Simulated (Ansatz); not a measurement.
## Ansatz (development build ahead of 0.2.0) run

```yaml
crystal:
  periodic: [false, false, false]
  atoms:
    - { symbol: Cr, position_ang: [0.0, 0.0, 0.0] }
    - { symbol: O, position_ang: [0.0, 0.0, 2.916] }
basis:
  gaussian: { orbitals: def2-SVP }
magnetization:
  spin_polarized: true
  initial_magnetization: 4
hamiltonian:
  xc: pbe0
scf:
  omitted_lower_state_checks: [stability, starts, atomic_configurations, cluster_reference, orbital_swaps, given_window_search, neighbouring_geometries, increment]
output:
  forces: true
```

The input is written out in the form of the current development build from the run's settings.

Results

```json
{
  "Converged": "yes",
  "Total energy": "-1119.03706 hartree",
  "Spin squared of the determinant": "7.526"
}
```

Forces (eV/Å):
| atom | Fx | Fy | Fz |
| --- | --- | --- | --- |
| Cr1 | 0.000 | 0.000 | 1.301 |
| O2 | 0.000 | 0.000 | -1.301 |

Caution: the unrestricted determinant is a mixture of spin states.
